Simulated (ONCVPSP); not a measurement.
**Potentials for caesium (Cs) compared**

Generated with ld1.x 7.5 (TM, RRKJ, ultrasoft, PAW), atompaw 4.2 or ONCVPSP 4.0.1. The cutoff is in Ry: for ld1.x and atompaw files where the sum of valence levels is converged to 10 mRy in a Bessel basis, for ONCV files where the hardest occupied wave has 1 mHa per electron of residual kinetic energy. The error is the largest all-electron minus pseudo excitation energy over each file’s own four to seven test configurations (ionisations up to +4, promotions, holes and added fractions of an electron), all of which were solved. The labels leave out finer settings (local radius, basis sizes, second energies), which also bear on the numbers. Spin-polarised tests are not counted. The rows are a selection from randomly drawn settings: files with unsolved tests, undetermined cutoffs or missed reference levels are left out.

```tsv
potential	cutoff (Ry)	largest error (meV)	bound ghosts
ONCV, PBE, scalar-relativistic, rc 3.35/3.35/3.35 (spd), local d, core correction no, reference 5s2 5p6 6s0.75 6p0.25, qcut 3.1/3.9/2.9, projectors 2/2/0	8	-1.7	none
ONCV, PBE, scalar-relativistic, rc 3.10/1.90/3.40 (spd), local smoothed, core correction no, reference 5s2 5p6 6s1, qcut 3.4/5.2/3, projectors 2/2/1	22	-256	none
ONCV, PBE, scalar-relativistic, rc 3.30/2.30/2.65 (spd), local smoothed, core correction no, reference 5s2 5p6 6s1, qcut 4/4/4, projectors 2/2/3	15	-223	none
ONCV, PBE, scalar-relativistic, rc 3.05/2.25/2.50 (spd), local smoothed, core correction yes, reference 5s2 5p6 6s1, qcut 4.5/4.1/3.8, projectors 3/2/2	16	-165	none
ONCV, LDA (Perdew-Wang 92), scalar-relativistic, rc 2.85/2.60/2.95 (spd), local smoothed, core correction yes, reference 5s2 5p6 6s1, qcut 3.4/4.4/3.3, projectors 2/2/1	8	-170	none
```

(1) Fill in the row for Cs: ONCV, PBEsol, scalar-relativistic, rc 2.80/1.95/2.30 (spd), local smoothed, core correction yes, reference 5s2 5p6 6s1, qcut 4/3.9/4.8, projectors 2/1/2.

Answers

(1) cutoff 25 Ry, largest error +3.5 meV, bound ghosts: none.
